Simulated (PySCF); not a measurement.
CH3BO, SMILES [BH3-]C#[O+]. Coordinates come from a PBE-D3(BJ)/def2-TZVP optimisation.

Computed equilibrium geometry at PBE-D3(BJ)/def2-TZVP (PySCF confirms it by a frequency run) as bond lengths and angles, and its point group:
point group C3v.
Atoms: B1 H2 H3 H4 C5 O6. Bond lengths (Å): B1–H2 1.216, B1–H3 1.216, B1–H4 1.216, B1–C5 1.504, C5–O6 1.143. Bond angles (°): H2–B1–H3 113.4, H2–B1–H4 113.4, H2–B1–C5 105.2, H3–B1–H4 113.4, H3–B1–C5 105.2, H4–B1–C5 105.2, B1–C5–O6 180.0.
